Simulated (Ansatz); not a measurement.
C5H5F3 (`F[C@H]1[C@H](F)C=C[C@@H]1F`) from Hartree–Fock to CCSD(T)

Z-matrix (Å, degrees):
```
C
C 1 1.492
C 1 1.525 2 103.4
F 1 1.383 2 112.0 3 120.6
H 1 1.096 2 112.8 3 -119.0
C 2 1.328 1 111.6 3 13.3
H 2 1.083 1 122.0 3 -168.6
C 3 1.525 1 105.3 2 -20.7
F 3 1.374 1 112.5 2 -143.6
H 3 1.094 1 109.0 2 96.1
H 6 1.083 2 126.4 1 177.9
F 8 1.383 3 111.8 1 141.4
H 8 1.096 3 110.1 1 -100.1
```

Total charge 0; spin multiplicity 1. All single points use the PBE0-D4/def2-TZVP geometry. Frozen core, restricted reference, Ansatz.

```
     basis     HF (Eh)  MP2 corr.  CCSD corr.       (T)  CCSD(T) total
  def2-SVP           ?          ?    -1.25031  -0.03435              ?
def2-TZVPP           ?          ?           –         –              –
def2-QZVPP  -490.76290   -1.66204           –         –              –
```

Task: Fill in the withheld values. (Estimate.)

Result: Computed: def2-SVP HF (Eh): -490.14982; def2-SVP MP2 corr.: -1.20041; def2-SVP CCSD(T) total: -491.43448; def2-TZVPP HF (Eh): -490.74209; def2-TZVPP MP2 corr.: -1.53758.
